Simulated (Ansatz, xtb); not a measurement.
# C2H5BF−: where a starting geometry ends

The starting geometry of this gas-phase singlet was built from a drawn formula by distance geometry and a force field; its bonds are those of `C[BH2-][C]F`.

```tsv
atom	x (Å)	y (Å)	z (Å)
C	0.6332	-0.4526	1.6803
C	-1.0832	-2.1010	0.5171
B	-0.2724	-0.7228	0.3627
F	-1.8794	-2.3136	-0.5934
H	1.1637	0.5170	1.5494
H	1.3605	-1.2693	1.7782
H	-0.0025	-0.3877	2.5261
H	0.4308	-0.7822	-0.5887
H	-1.0267	0.1824	0.2629
```

Task: Where would you expect an optimisation with r2SCAN-D4/def2-SVPD to take it?

Result: It rearranges to `C/[BH-]=C/F`. Contacts that open: B3–H8 (1.18 → 2.30 Å). Contacts that close: C2–H8 (2.29 → 1.10 Å).

The energy falls by 2.50 eV over 26 steps:

```tsv
step	E − E(last) (eV)
1	2.497
4	2.247
7	2.231
9	2.117
12	1.638
15	1.110
18	0.299
20	0.039
23	0.000
26	0.000
```

Final geometry (Å):

```yaml
atoms:
  - { symbol: C, position_ang: [0.6422, -0.2944, 1.7144] }
  - { symbol: C, position_ang: [-0.6055, -1.6755, -0.1773] }
  - { symbol: B, position_ang: [-0.5898, -0.5228, 0.6991] }
  - { symbol: F, position_ang: [-1.6502, -1.9630, -1.1082] }
  - { symbol: H, position_ang: [1.1698, 0.6647, 1.5376] }
  - { symbol: H, position_ang: [1.4000, -1.0963, 1.6317] }
  - { symbol: H, position_ang: [0.3216, -0.2646, 2.7755] }
  - { symbol: H, position_ang: [0.1396, -2.4808, -0.2722] }
  - { symbol: H, position_ang: [-1.5035, 0.3029, 0.6938] }
```

From the same start GFN2-xTB reaches the same bonding as this run.

The end wasn't checked by frequencies. Run with Ansatz 0.2.0, 50 s on 2 threads of Arm Neoverse V2 (shared host).
